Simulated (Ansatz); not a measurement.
Geometry optimisation, RKS r2SCAN-D4/cc-pVDZ (Ansatz).

Input file:

```yaml
crystal:
  periodic: [false, false, false]
  atoms:
    - { symbol: O, position_ang: [-0.7546, 1.8267, -0.06528] }
    - { symbol: C, position_ang: [0.11487, 0.93871, 0.62969] }
    - { symbol: C, position_ang: [-0.18086, -0.50978, 0.35941] }
    - { symbol: Si, position_ang: [0.09962, -1.80882, 1.50643] }
    - { symbol: H, position_ang: [-1.66046, 1.54774, 0.10852] }
    - { symbol: H, position_ang: [0.04433, 1.14351, 1.70943] }
    - { symbol: H, position_ang: [1.11562, 1.21391, 0.29184] }
    - { symbol: H, position_ang: [-0.42692, -0.7389, -0.67053] }
    - { symbol: H, position_ang: [0.45619, -1.6212, 2.90498] }
    - { symbol: H, position_ang: [-0.0756, -3.21382, 1.16129] }
basis:
  gaussian: { orbitals: cc-pVDZ }
hamiltonian:
  xc: r2scan
  dispersion: d4
relax:
  f_tol: 0.015
  max_steps: 40
```

Command:

```bash
$ ansatz run input.yaml --threads 2 --pin off --max-ram 3072MiB --backend cpu --events-out ev --progress --plain --runs-dir out
```

Where does it end, and by what steps?

It converged. After 8 steps the energy has fallen by 0.129 eV; H5 moved furthest, 0.41 Å.

```csv
step,energy less start (eV),largest force component (eV/Å),accepted
0,0.0000,1.067,yes
1,-0.0891,0.623,yes
2,-0.1112,0.293,yes
3,-0.1197,0.259,yes
4,-0.1189,0.393,no
5,-0.1269,0.072,yes
6,-0.1288,0.044,yes
7,-0.1293,0.021,yes
8,-0.1293,0.010,yes
```

```xyz
10
Properties=species:S:1:pos:R:3
O -0.918 1.721 0.074
C 0.173 0.959 0.585
C 0.015 -0.505 0.307
Si -0.031 -1.763 1.490
H -1.717 1.304 0.433
H 0.328 1.142 1.670
H 1.064 1.353 0.064
H -0.128 -0.763 -0.751
H 0.143 -1.474 2.941
H -0.197 -3.196 1.123
```

Whether the end is a true minimum wasn't checked by a vibrational analysis.

The run took 15 s on 2 threads of Intel(R) Xeon(R) Platinum 8488C (Sapphire Rapids) (shared host), peak memory 0.17 GiB.
